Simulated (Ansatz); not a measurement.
Consider the redistribution: `BB(C)CC` + `[OH][Al]([OH])[SH]` → `BB(C)O` + `C[CH2][Al]([OH])[SH]`.

Computed with Ansatz on PBE0-D4/def2-TZVP structures; ΔE is electronic, products minus reactants. CCSD(T)/CBS adds triple-zeta CCSD(T) − MP2 to the extrapolated MP2 energy (def2 sets, frozen cores). This one scheme is used for every species. Each species was taken in one conformer, which may not be the lowest.

`BB(C)CC`:

Cartesian coordinates in Å:
```
B -0.057 -0.358 1.805
B 0.222 0.430 0.378
C 0.680 1.937 0.380
C 0.047 -0.282 -1.015
C -0.732 -1.590 -1.068
H -1.113 -0.311 2.376
H 0.792 -1.008 2.353
H 1.243 2.216 -0.517
H 1.229 2.267 1.265
H -0.248 2.527 0.358
H -0.335 0.435 -1.753
H 1.089 -0.455 -1.334
H -1.774 -1.442 -0.772
H -0.737 -2.030 -2.069
H -0.305 -2.334 -0.388
```

`[OH][Al]([OH])[SH]`:

```xyz
7

O     0.638    0.347   -1.297
Al   -0.098   -0.046    0.172
O    -1.757   -0.047    0.478
S     1.191   -0.599    1.823
H     0.185    0.607   -2.096
H    -2.447    0.172   -0.144
H     2.289   -0.434    1.064
```

`BB(C)O`:

Z-matrix (Å, degrees):
```
C
B 1 1.575
H 1 1.093 2 113.8
H 1 1.094 2 111.5 3 123.7
H 1 1.097 2 108.5 3 -118.0
O 2 1.367 1 115.8 3 -144.8
B 2 1.681 1 118.7 3 36.1
H 6 0.959 2 114.4 1 -178.3
H 7 1.201 2 121.9 1 -90.6
H 7 1.200 2 122.5 1 85.1
```

`C[CH2][Al]([OH])[SH]`:

Z-matrix (Å, degrees):
```
C
C 1 1.529
H 1 1.093 2 111.8
H 1 1.094 2 111.9 3 -120.2
H 1 1.093 2 111.7 3 119.6
Al 2 1.945 1 115.0 3 -59.9
H 2 1.097 1 110.5 3 62.4
H 2 1.097 1 110.5 3 177.9
S 6 2.195 2 119.0 1 -1.2
O 6 1.694 2 119.9 1 178.8
H 9 1.344 6 94.2 2 -179.9
H 10 0.955 6 125.8 2 179.9
```

```csv
species,HF/def2-TZVPP energy (Eh)
`BB(C)CC`,-168.82513
`[OH][Al]([OH])[SH]`,-791.18745
`BB(C)O`,-165.68089
`C[CH2][Al]([OH])[SH]`,-794.32484
```

Work out ΔE.

ΔE = (-165.68089) + (-794.32484) − (-168.82513) − (-791.18745) = 0.00685 Eh = +0.19 eV. CCSD(T)/CBS gives +0.16 eV.

Largest T1 diagnostic among the species: 0.012.

From PBE to PBE0 (25 % exact exchange), in def2-TZVPP and without D4, ΔE moves by +0.04 eV.
